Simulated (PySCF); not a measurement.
Species: H7NOSeSi2.
SMILES with atom numbers: `[NH2:1][Si@H:2]([SeH:3])[O:4][SiH3:5]` (hydrogens: H6, H7 on N1; H8 on Si2; H9 on Se3; H10, H11, H12 on Si5)

A GFN2-xTB structure was refined with PySCF, PBE0-D3(BJ)/def2-SVP geometry optimisation, gas phase. Its GFN2-xTB values:

```tsv
coordinate	GFN2-xTB
N1–Si2	1.720 Å
N1–H6	0.997 Å
Si2–Se3	2.284 Å
Si2–O4	1.599 Å
Si2–H8	1.478 Å
Se3–H9	1.418 Å
O4–Si5	1.657 Å
Si5–H10	1.461 Å
N1–Si2–Se3	104.0°
N1–Si2–O4	111.4°
Si2–O4–Si5	148.5°
Se3–Si2–O4	111.4°
N1–Si2–O4–Si5	66°
```

Q: How do these coordinates change at the PBE0-D3(BJ)/def2-SVP level?

A: 
| coordinate | PBE0-D3(BJ)/def2-SVP (Å or °) | change |
| --- | --- | --- |
| Si2–O4 | 1.653 | +0.054 |
| Se3–H9 | 1.471 | +0.053 |
| Si5–H10 | 1.494 | +0.033 |
| N1–H6 | 1.013 | +0.016 |
| Si2–H8 | 1.489 | +0.011 |
| O4–Si5 | 1.664 | +0.007 |
| Si2–Se3 | 2.279 | -0.005 |
| N1–Si2 | 1.715 | -0.005 |
| Si2–O4–Si5 | 140.5 | -8.0 |
| N1–Si2–O4 | 107.6 | -3.8 |
| Se3–Si2–O4 | 114.0 | +2.6 |
| N1–Si2–Se3 | 103.7 | -0.3 |
| N1–Si2–O4–Si5 | 75 | +9 |

The energy falls by 0.328 eV over 19 energy and gradient evaluations, the largest force component goes from 0.0295 to 4.3e-04 Eh/bohr, and the atoms move by 0.343 Å rms after alignment. Among the bonds, Si2–O4 and Se3–H9 change most and about equally (+0.053 to +0.054 Å). Bonds longer at the end by more than 0.005 Å: 9 of 11; shorter: 0. Among the dihedrals that turn most is O4–Si2–Se3–H9, from -37° to -88°. Rotational constants go from 2805, 1044, 834.6 to 2766, 1051, 846.9 MHz.

The run used 131 basis functions and 126 SCF cycles in all. On one thread, Arm Neoverse V1 (aarch64), no GPU, shared host, this took 2.6 min wall and 0.52 GiB of memory at its peak.

No frequency check. One conformer, not necessarily the lowest.
